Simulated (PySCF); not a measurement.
## Two-component Hartree-Fock for Sr⁺ (strontium, charge +1)

Start: [Kr] 5s1; 5s1/2 filled at m_j = +1/2. Calculated with PySCF 2.14 in x2c-TZVPall-2c (8s9p7d1f, 77 functions): generalised Hartree-Fock with the X2C-1e Hamiltonian and a Gaussian nucleus; one run each with spin-orbit coupling (SO) switched off, then screened by Boettger's factors.

| spinor shell | electrons | ε, spin-free (eV) | ε, screened SO (eV) | weight of nominal j (screened SO) | rms radius, screened SO (bohr) |
| --- | --- | --- | --- | --- | --- |
| 1s1/2 | 2 | -16203.7 | -16203.1 | 1.000 | 0.0451 |
| 2s1/2 | 2 | -2267.6 | -2267.4 | 1.000 | 0.187 |
| 2p1/2 | 2 | -2009.8 | -2057.0 | 1.000 | 0.164 |
| 2p3/2 | 4 | -2009.8 | -1987.4 | 1.000 | 0.167 |
| 3s1/2 | 2 | -385.80 | -385.76 | 1.000 | 0.523 |
| 3p1/2 | 2 | -300.03 | -307.61 | 1.000 | 0.528 |
| 3d3/2 | 4 | -158.16 | -159.29 | 1.000 | 0.545 |
| 3d5/2 | 6 | -158.16 | -157.36 | 1.000 | 0.548 |
| 4s1/2 | 2 | -59.028 | -59.021 | 1.000 | 1.45 |
| 4p1/2 | 2 | -35.820 | -36.696 | 0.998 | 1.66 |
| 4p3/2 | 4 | -35.820 | -35.401 | 0.999 | 1.69 |
| 5s1/2 | 1 | -10.479 | -10.479 | 1.000 | 4.29 |

Q: Where does 3p3/2 lie, and what is the 3p spin-orbit splitting (screened SO)?

A: At -296.43 eV, 11.178 eV above 3p1/2.

```csv
quantity,spin-free,screened SO
E (hartree),-3177.01774,-3177.26626
M_J,1/2,1/2
⟨J²⟩,0.750,0.750
⟨L²⟩,0.000,0.006
⟨S²⟩,0.750,0.756
```

Breit and QED terms are absent; they matter most for the inner s and p1/2 levels.

Densities and radii are taken from the X2C orbitals without a picture-change correction, which distorts them close to the nucleus.

Without spin-orbit coupling the j labels of p, d and f shells carry no meaning; the spin-free column gives the mean over the occupied spinors of each nl shell.
